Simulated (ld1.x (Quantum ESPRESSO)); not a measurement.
Br, ultrasoft: configuration errors across variants

* Element: bromine
* Generator: ld1.x (Quantum ESPRESSO) 7.5
* Type: ultrasoft
* Functional: PBE
* Relativity: scalar-relativistic
* Frozen core: [Ar]
* Valence charge: 17
* Reference configuration: 3d10 4s2 4p5
* Partial waves: 4s (bound): rcut 1.35, rcutus 1.60 bohr; 4s channel at -1.15 Ry: rcut 1.35, rcutus 1.60 bohr; 4p (bound): rcut 1.70, rcutus 1.90 bohr; 4p channel at 2.2 Ry: rcut 1.70, rcutus 1.90 bohr; 3d (bound): rcut 0.55, rcutus 0.60 bohr; 3d channel at -3 Ry: rcut 0.55, rcutus 0.60 bohr
* Local potential: all-electron potential smoothed inside 1.15 bohr (lloc = -2)
* Core correction: Bessel-smoothed model core inside 0.45 bohr
* Augmentation charge: built from norm-conserving waves at rcut, not smoothed further

All-electron excitation energies from the reference (eV): (1) 3d10 4s2 4p4 12.554; (2) 3d10 4s2 4p3 35.314; (3) 3d10 4s2 4p2 69.297; (4) 3d9 4s2 4p5 78.443; (5) 3d10 4s1 4p6 12.371; (6) 3d10 4s2 4p4.5 5.075; (7) 3d10 4s1 4p5 25.558.

Errors AE − PS in meV (a dash: test not solved or not reliable):

```tsv
change	(1)	(2)	(3)	(4)	(5)	(6)	(7)	bound ghosts
base	-2.5	-5.7	-6.5	-757	-2.7	-1.0	-4.2	none
core correction none	-2.7	-6.7	-6.5	-649	-1.1	-1.1	-1.7	none
core correction Bessel-smoothed model core inside 0.24 bohr	-2.5	-5.7	-6.5	-757	-2.8	-1.0	-4.2	none
core correction Bessel-smoothed model core inside 0.30 bohr	-2.5	-5.7	-6.5	-757	-2.8	-1.0	-4.2	none
core correction Bessel-smoothed model core inside 0.38 bohr	-2.5	-5.7	-6.5	-758	-2.7	-1.0	-4.2	none
core correction Bessel-smoothed model core inside 0.46 bohr	-2.5	-5.7	-6.5	-757	-2.7	-1.0	-4.2	none
core correction Bessel-smoothed model core inside 0.52 bohr	-2.5	-5.7	-6.5	-758	-2.8	-1.0	-4.2	none
core correction Bessel-smoothed model core inside 0.66 bohr	-2.5	-5.7	-6.5	-762	-2.8	-1.0	-4.2	none
core correction Bessel-smoothed model core inside 0.74 bohr	-2.5	-5.7	-6.5	-761	-2.8	-1.0	-4.2	none
```

Q: Give the same row for: core correction Bessel-smoothed model core inside 0.56 bohr.

A: -2.5, -5.7, -6.5, -760, -2.8, -1.0, -4.2; bound ghosts: none.
